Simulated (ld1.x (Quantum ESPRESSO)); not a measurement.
**Configuration tests for Ar (ultrasoft)**

```json
{
  "Element": "Ar (Z = 18)",
  "Generator": "ld1.x (Quantum ESPRESSO) 7.5",
  "Type": "ultrasoft",
  "Functional": "LDA (PZ)",
  "Relativity": "scalar-relativistic",
  "Frozen core": "[Ne]",
  "Valence charge": "8",
  "Reference configuration": "3s2 3p6",
  "Partial waves": "3s (bound): rcut 0.85, rcutus 1.10 bohr; 3s channel at 0.55 Ry: rcut 0.85, rcutus 1.10 bohr; 3p (bound): rcut 0.90, rcutus 1.25 bohr; 3p channel at 0.1 Ry: rcut 0.90, rcutus 1.25 bohr",
  "Local potential": "all-electron potential smoothed inside 1.05 bohr (lloc = -1)",
  "Core correction": "a·sin(br)/r model core inside 0.50 bohr",
  "Augmentation charge": "built from norm-conserving waves at rcut, not smoothed further"
}
```

Energies are relative to the spin-unpolarised reference configuration 3s2 3p6; without spin polarisation the order of configurations can differ from experiment. Spin-polarised rows fill each open shell by Hund’s rule, majority spin first.

```tsv
valence configuration	charge	ΔE all-electron (eV)	error AE − PS (meV)
3s2 3p4	+2	44.892	+3.8
3s2 3p3	+3	87.544	+23
3s2 3p5.5	+0.5	6.600	-0.6
3s1 3p6	+1	30.625	-4.8
3s2 3p2	+4	145.265	+70
3s2 3p5 (spin-polarised)	+1	15.933	-1.4
3s2 3p4 (spin-polarised)	+2	43.848	-0.4
```

What are ΔE and the potential's error for 3s2 3p5?

ΔE = 16.157 eV all-electron; the error (AE − PS) is -0.7 meV.
